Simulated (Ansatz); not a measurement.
Computed with Ansatz on PBE0-D4/def2-TZVP structures; ΔE is electronic, products minus reactants. CCSD(T)/CBS adds triple-zeta CCSD(T) − MP2 to the extrapolated MP2 energy (def2 sets, frozen cores). DFT in def2-TZVPP. HSE06 is defined as in plane-wave codes. Elements past krypton have def2 core potentials. For In, Zn outer-core shells are correlated without core-valence functions, which leaves a few kJ/mol of doubt a bond. Scalar relativity is left out up to krypton.

`[F][InH2]` + `C[BH][ZnH]` → `C[BH][InH2]` + `[F][ZnH]`  (redistribution)

`[F][InH2]`:

```xyz
4

F     0.017    1.760   -0.163
In   -0.002   -0.193    0.018
H     0.318   -0.642    1.628
H    -0.333   -0.925   -1.483
```

`C[BH][ZnH]`:

```xyz
8

C     0.231   -0.913    0.739
B    -0.103    0.540    0.293
Zn   -0.173    1.224   -1.678
H     0.755   -1.549    0.024
H     0.701   -0.991    1.724
H    -0.775   -1.354    0.867
H    -0.411    1.296    1.181
H    -0.224    1.747   -3.149
```

`C[BH][InH2]`:

```xyz
9

C     0.514    0.601   -1.280
B    -0.517    0.416   -0.132
In   -0.348   -1.040    1.572
H     0.059    0.885   -2.234
H     1.089    1.490   -0.964
H     1.238   -0.198   -1.441
H    -1.459    1.165   -0.126
H    -1.074   -2.617    1.556
H     0.500   -0.702    3.049
```

`[F][ZnH]`:

```xyz
3

F    -0.117   -1.266   -1.081
Zn    0.006    0.061    0.052
H     0.111    1.204    1.029
```

| level | ΔE (kcal/mol) | difference from CCSD(T)/CBS |
| --- | --- | --- |
| PBE-D4 | -5.1 | 1.7 |
| BLYP-D4 | -4.4 | 2.4 |
| r2SCAN-D4 | -5.8 | 1.0 |
| PBE0-D4 | -6.0 | 0.8 |
| r2SCANh-D4 | -6.1 | 0.7 |
| r2SCAN0-D4 | -6.6 | 0.2 |
| ωB97M-V | -5.4 | 1.4 |
| PBE-QIDH | -7.1 | -0.3 |
| r2SCAN0 | -6.6 | 0.2 |
| HSE06 | -6.0 | 0.8 |
| BHLYP | -5.8 | 1.0 |
| HF/def2-SVP | -6.3 | 0.5 |
| CCSD/def2-SVP | -5.5 | 1.3 |
| CCSD(T)/def2-SVP | -5.0 | 1.8 |
| HF/def2-TZVPP | -6.7 | 0.1 |
| MP2/def2-TZVPP | -7.8 | -1.0 |
| CCSD(T)/CBS | -6.8 | 0 |

Largest T1 diagnostic among the species: 0.018.

From r2SCAN to r2SCAN0 (25 % exact exchange), in def2-TZVPP and without D4, ΔE moves by −0.8 kcal/mol. At CCSD(T), def2-SVP lies +1.8 kcal/mol from the extrapolated value and def2-TZVPP −0.4 kcal/mol. Leaving LDA and LC-ωPBE aside and taking each functional with its dispersion term where it has one, the values spread over 2.7 kcal/mol, from PBE-QIDH to BLYP-D4. LDA lies −1.9 kcal/mol from PBE without D4.
